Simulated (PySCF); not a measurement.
H₄Si₂, singlet, at the geometry of the source list; B3LYP/def2-SVP (PySCF).

Here is a job for PySCF.
```python
from pyscf import gto, scf, dft

mol = gto.M(
    atom='''
Si   -0.554000   -0.010100   -0.006400
Si    1.558900    0.868100   -0.099500
H    -0.939700   -0.994000   -1.032000
H    -1.486100    1.113200   -0.207300
H    -0.989500   -0.627000    1.257500
H     2.410400   -0.350100    0.087700
''',
    basis='def2-svp',
    charge=0,
    spin=0,
    verbose=4,
)

mf = dft.RKS(mol)
mf.xc = 'b3lyp'
mf.kernel()
mo_i, mo_e, stable_i, stable_e = mf.stability(internal=True, external=True, return_status=True, nroots=6, tol=1e-6)
print('internally stable:', stable_i, ' externally stable:', stable_e)
if not stable_e:
    umf = mf.to_uhf() if not hasattr(mf, 'xc') else mf.to_uks()
    umf.scf_summary = {}
    umf.kernel(umf.make_rdm1(mo_e, umf.mo_occ))
```

What the program printed (banner, timings and long lists left out):

```
PySCF version 2.14.0

[INPUT] verbose = 4
[INPUT] num. atoms = 6
[INPUT] num. electrons = 32
[INPUT] charge = 0
[INPUT] spin (= nelec alpha-beta = 2S) = 0
[INPUT] symmetry False subgroup None
[INPUT] Mole.unit = angstrom
[INPUT] Symbol           X                Y                Z      unit          X                Y                Z       unit  Magmom
[INPUT]  1 Si    -0.554000000000  -0.010100000000  -0.006400000000 AA   -1.046908273009  -0.019086233858  -0.012094247197 Bohr   0.0
[INPUT]  2 Si     1.558900000000   0.868100000000  -0.099500000000 AA    2.945894055584   1.640471248735  -0.188027749394 Bohr   0.0
[INPUT]  3 H     -0.939700000000  -0.994000000000  -1.032000000000 AA   -1.775775639254  -1.878387767818  -1.950197360551 Bohr   0.0
[INPUT]  4 H     -1.486100000000   1.113200000000  -0.207300000000 AA   -2.808321993716   2.103643121866  -0.391740225622 Bohr   0.0
[INPUT]  5 H     -0.989500000000  -0.627000000000   1.257500000000 AA   -1.869884000257  -1.184858280102   2.376330601641 Bohr   0.0
[INPUT]  6 H      2.410400000000  -0.350100000000   0.087700000000 AA    4.554995850652  -0.661593116210   0.165728981124 Bohr   0.0

nuclear repulsion = 75.8928293388156
number of shells = 28
number of NR pGTOs = 100
number of NR cGTOs = 56
basis = def2-svp
ecp = {}

******** <class 'pyscf.dft.rks.RKS'> ********
method = RKS
initial guess = minao
damping factor = 0
level_shift factor = 0
DIIS = <class 'pyscf.scf.diis.CDIIS'>
diis_start_cycle = 1
diis_space = 8
diis_damp = 0
SCF conv_tol = 1e-09
SCF conv_tol_grad = None
SCF max_cycles = 50
direct_scf = True
direct_scf_tol = 1e-13
XC library pyscf.dft.libxc version 7.1.2
    S. Lehtola, C. Steigemann, M. J. T. Oliveira, and M. A. L. Marques,  SoftwareX 7, 1–5 (2018)
XC functionals = b3lyp
    P. J. Stephens, F. J. Devlin, C. F. Chabalowski, and M. J. Frisch,  J. Phys. Chem. 98, 11623 (1994)
radial grids:
    Treutler-Ahlrichs [JCP 102, 346 (1995); DOI:10.1063/1.469408] (M4) radial grids

becke partition: Becke, JCP 88, 2547 (1988); DOI:10.1063/1.454033
pruning grids: <function nwchem_prune>
grids dens level: 3
symmetrized grids: False
atomic radii adjust function: <function treutler_atomic_radii_adjust>
small_rho_cutoff = 0
Set gradient conv threshold to 3.16228e-05
Initial guess from minao.
tot grids = 77592
init E= -580.985922185633
cycle= 1 E= -581.150066941034  delta_E= -0.164  |g|= 0.135  |ddm|= 2.17
cycle= 2 E= -581.15388247806  delta_E= -0.00382  |g|= 0.0892  |ddm|= 0.364
cycle= 3 E= -581.157659767853  delta_E= -0.00378  |g|= 0.0159  |ddm|= 0.231
cycle= 4 E= -581.157782503733  delta_E= -0.000123  |g|= 0.00255  |ddm|= 0.0432
cycle= 5 E= -581.157785416536  delta_E= -2.91e-06  |g|= 0.000612  |ddm|= 0.00526
cycle= 6 E= -581.157785601756  delta_E= -1.85e-07  |g|= 0.000107  |ddm|= 0.00135
cycle= 7 E= -581.157785606303  delta_E= -4.55e-09  |g|= 1.9e-05  |ddm|= 0.000191
cycle= 8 E= -581.157785606459  delta_E= -1.55e-10  |g|= 7.22e-06  |ddm|= 5.01e-05
Extra cycle  E= -581.157785606465  delta_E= -6.71e-12  |g|= 6.48e-06  |ddm|= 2.84e-05
converged SCF energy = -581.157785606465
rhf_internal: lowest eigs of H = [0.30797071 0.5714689  0.75800886 0.79893457 0.96911632 1.02258659]
<class 'pyscf.dft.rks.RKS'> wavefunction is stable in the internal stability analysis
rhf_real2complex: lowest eigs of H = [0.04094178 0.12687853 0.1802856  0.18149492 0.21103148 0.23776313]
<class 'pyscf.dft.rks.RKS'> wavefunction is stable in the real -> complex stability analysis
rhf_external: lowest eigs of H = [-0.00541733  0.09786677  0.15234205  0.16008181  0.16933871  0.20040319]
<class 'pyscf.dft.rks.RKS'> wavefunction has an RHF/RKS -> UHF/UKS instability
internally stable: True  externally stable: False

******** <class 'pyscf.dft.uks.UKS'> ********
method = UKS
initial guess = minao
damping factor = 0
level_shift factor = 0
DIIS = <class 'pyscf.scf.diis.CDIIS'>
diis_start_cycle = 1
diis_space = 8
diis_damp = 0
SCF conv_tol = 1e-09
SCF conv_tol_grad = None
SCF max_cycles = 50
direct_scf = True
direct_scf_tol = 1e-13
number electrons alpha = 16  beta = 16
XC library pyscf.dft.libxc version 7.1.2
    S. Lehtola, C. Steigemann, M. J. T. Oliveira, and M. A. L. Marques,  SoftwareX 7, 1–5 (2018)
XC functionals = b3lyp
    P. J. Stephens, F. J. Devlin, C. F. Chabalowski, and M. J. Frisch,  J. Phys. Chem. 98, 11623 (1994)
radial grids:
    Treutler-Ahlrichs [JCP 102, 346 (1995); DOI:10.1063/1.469408] (M4) radial grids

becke partition: Becke, JCP 88, 2547 (1988); DOI:10.1063/1.454033
pruning grids: <function nwchem_prune>
grids dens level: 3
symmetrized grids: False
atomic radii adjust function: <function treutler_atomic_radii_adjust>
small_rho_cutoff = 0
Set gradient conv threshold to 3.16228e-05
init E= -581.116486953803
cycle= 1 E= -581.148136015798  delta_E= -0.0316  |g|= 0.0617  |ddm|= 0.589
cycle= 2 E= -581.154231668997  delta_E= -0.0061  |g|= 0.0353  |ddm|= 0.228
cycle= 3 E= -581.156630351846  delta_E= -0.0024  |g|= 0.0143  |ddm|= 0.114
cycle= 4 E= -581.157524067578  delta_E= -0.000894  |g|= 0.00668  |ddm|= 0.0841
cycle= 5 E= -581.157783211668  delta_E= -0.000259  |g|= 0.00275  |ddm|= 0.0579
cycle= 6 E= -581.157839267841  delta_E= -5.61e-05  |g|= 0.002  |ddm|= 0.0191
cycle= 7 E= -581.157881505369  delta_E= -4.22e-05  |g|= 0.00149  |ddm|= 0.0184
cycle= 8 E= -581.157937642343  delta_E= -5.61e-05  |g|= 0.000651  |ddm|= 0.0405
cycle= 9 E= -581.157950710624  delta_E= -1.31e-05  |g|= 0.000309  |ddm|= 0.0206
cycle= 10 E= -581.15795419961  delta_E= -3.49e-06  |g|= 0.000142  |ddm|= 0.0124
cycle= 11 E= -581.157954932599  delta_E= -7.33e-07  |g|= 4.19e-05  |ddm|= 0.0074
cycle= 12 E= -581.157954966821  delta_E= -3.42e-08  |g|= 1.48e-05  |ddm|= 0.00208
cycle= 13 E= -581.1579549661  delta_E= 7.21e-10  |g|= 5.4e-06  |ddm|= 0.000274
Extra cycle  E= -581.157954966352  delta_E= -2.52e-10  |g|= 4.55e-06  |ddm|= 3.84e-05
converged SCF energy = -581.157954966352  <S^2> = 0.12194363  2S+1 = 1.2197436
```
